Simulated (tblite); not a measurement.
C₅H₁₂BN.
Atom-mapped SMILES: `[CH2:1]=[CH:2][CH2:3][BH:4][NH:5][CH2:6][CH3:7]` (hydrogens: H8, H9 on C1; H10 on C2; H11, H12 on C3; H13 on B4; H14 on N5; H15, H16 on C6; H17, H18, H19 on C7)

Computed with GFN2-xTB (tblite), gas phase: L-BFGS steps from a force-field or distance-geometry start until the largest atomic force falls under 0.01 eV/Å.

Step 41: E = -570.5179 eV
```
atom  x, y, z in Å  |  force x, y, z in eV/Å
C1      2.4761    0.8461   -0.3840    0.094  -0.035  -0.033
C2      2.5868   -0.0184    0.6119   -0.072   0.188  -0.130
C3      1.6963   -1.2174    0.7182   -0.006   0.004  -0.011
B4      0.3330   -0.5039    1.1611   -0.044  -0.027   0.030
N5     -0.6679   -0.3653    0.2154   -0.018   0.019   0.137
C6     -1.7975    0.5479    0.2568   -0.047  -0.080  -0.036
C7     -2.9023    0.1701   -0.7248   -0.153  -0.089  -0.091
H8      3.0634    1.7467   -0.4366    0.010  -0.003  -0.059
H9      1.7867    0.6571   -1.1931    0.097   0.106  -0.018
H10     3.2529    0.2010    1.4370   -0.026  -0.136  -0.014
H11     2.1376   -1.9529    1.3885   -0.147   0.044   0.108
H12     1.5874   -1.6827   -0.2636    0.045  -0.025   0.022
H13     0.2488    0.0586    2.1924   -0.079  -0.125  -0.091
H14    -0.5995   -0.8342   -0.6771    0.083   0.045  -0.005
H15    -2.1935    0.5680    1.2741    0.013   0.064   0.033
H16    -1.4541    1.5587    0.0096    0.103   0.076   0.012
H17    -3.5169    1.0359   -0.9627    0.030   0.006   0.067
H18    -2.4898   -0.2087   -1.6585    0.089   0.076  -0.011
H19    -3.5572   -0.5973   -0.3239    0.028  -0.107   0.089
```

Step 42: E = -570.5264 eV
```
atom  x, y, z in Å  |  force x, y, z in eV/Å
C1      2.4863    0.8380   -0.3887    0.072  -0.007  -0.042
C2      2.5947   -0.0211    0.6113   -0.094   0.170  -0.094
C3      1.6967   -1.2157    0.7228    0.027   0.026  -0.004
B4      0.3310   -0.5007    1.1570   -0.052  -0.045  -0.018
N5     -0.6612   -0.3500    0.2042   -0.068   0.005  -0.026
C6     -1.8033    0.5495    0.2526   -0.044  -0.112   0.044
C7     -2.9117    0.1678   -0.7263   -0.061  -0.089  -0.016
H8      3.0746    1.7368   -0.4518    0.029  -0.002  -0.042
H9      1.7887    0.6505   -1.1907    0.099   0.090  -0.038
H10     3.2617    0.1968    1.4364   -0.019  -0.131  -0.031
H11     2.1293   -1.9416    1.4084   -0.138   0.025   0.099
H12     1.6026   -1.6939   -0.2548    0.009  -0.010   0.042
H13     0.2350    0.0454    2.1951   -0.075  -0.117  -0.077
H14    -0.5788   -0.7966   -0.7028    0.077   0.092   0.135
H15    -2.1944    0.5570    1.2707   -0.017   0.025   0.085
H16    -1.4771    1.5694    0.0266    0.138   0.091  -0.073
H17    -3.5329    1.0341   -0.9486    0.060  -0.050   0.006
H18    -2.4927   -0.2103   -1.6579    0.022   0.129  -0.028
H19    -3.5579   -0.6062   -0.3231    0.035  -0.092   0.078
```

Step 43: E = -570.5353 eV
```
atom  x, y, z in Å  |  force x, y, z in eV/Å
C1      2.4988    0.8322   -0.3954    0.037   0.037  -0.045
C2      2.6007   -0.0201    0.6100   -0.083   0.091  -0.038
C3      1.6974   -1.2120    0.7264    0.037   0.036   0.010
B4      0.3276   -0.5008    1.1530   -0.083  -0.037  -0.082
N5     -0.6557   -0.3335    0.1936   -0.089   0.006   0.060
C6     -1.8096    0.5492    0.2478   -0.041  -0.073   0.117
C7     -2.9223    0.1638   -0.7285    0.062  -0.058   0.078
H8      3.0879    1.7288   -0.4706    0.065   0.004  -0.013
H9      1.7921    0.6496   -1.1892    0.081   0.059  -0.071
H10     3.2716    0.1874    1.4346   -0.010  -0.089  -0.050
H11     2.1174   -1.9271    1.4318   -0.111   0.022   0.061
H12     1.6209   -1.7041   -0.2463   -0.030   0.000   0.066
H13     0.2171    0.0250    2.1981   -0.065  -0.095  -0.040
H14    -0.5641   -0.7620   -0.7170    0.100   0.020   0.000
H15    -2.1942    0.5497    1.2668   -0.061  -0.023   0.146
H16    -1.4930    1.5759    0.0415    0.122   0.106  -0.163
H17    -3.5464    1.0329   -0.9335    0.063  -0.106  -0.051
H18    -2.4958   -0.2082   -1.6599   -0.053   0.157  -0.030
H19    -3.5601   -0.6174   -0.3225    0.059  -0.057   0.043
```

Problem. Estimate the geometry and energy of step 44. (The exact step hangs on the optimiser's Hessian estimate; all steps are aligned on step 43, rigid shifts and turns removed.)

Solution. E = -570.5434 eV, largest force 0.282 eV/Å
```
atom  x, y, z in Å  |  force x, y, z in eV/Å
C1      2.5118    0.8231   -0.4031    0.007   0.065  -0.035
C2      2.6064   -0.0201    0.6092   -0.055   0.004   0.015
C3      1.6987   -1.2086    0.7319    0.012   0.036   0.026
B4      0.3233   -0.5002    1.1463   -0.040  -0.037  -0.086
N5     -0.6491   -0.3122    0.1830   -0.127  -0.118  -0.222
C6     -1.8187    0.5488    0.2491    0.014  -0.001   0.139
C7     -2.9322    0.1562   -0.7268    0.142  -0.001   0.134
H8      3.1020    1.7162   -0.4889    0.110   0.038   0.001
H9      1.7984    0.6434   -1.1896    0.051   0.032  -0.114
H10     3.2825    0.1797    1.4317   -0.010  -0.054  -0.063
H11     2.1027   -1.9128    1.4586   -0.082   0.033   0.018
H12     1.6377   -1.7175   -0.2338   -0.054   0.017   0.087
H13     0.1970    0.0081    2.1950   -0.061  -0.084   0.041
H14    -0.5351   -0.7061   -0.7470    0.049   0.085   0.209
H15    -2.1997    0.5371    1.2704   -0.040  -0.053   0.110
H16    -1.5099    1.5835    0.0566    0.043   0.047  -0.187
H17    -3.5592    1.0258   -0.9190    0.032  -0.122  -0.077
H18    -2.5034   -0.2031   -1.6623   -0.079   0.147  -0.011
H19    -3.5627   -0.6319   -0.3207    0.088  -0.031   0.015
```

The energy changes by -0.0080 eV. The first-order estimate −F·Δx gives -0.0122 eV and the mean of the old and new forces, exact on a quadratic surface, -0.0079 eV. The step makes an angle of 78° with the force vector and moves no atom by more than 0.070 Å.

The cost below is that of the whole relaxation. Hardware: an Arm Neoverse V1 with one thread, shared host with 32 logical CPUs at a one-minute load of 28. Cost: 0.8 s wall.
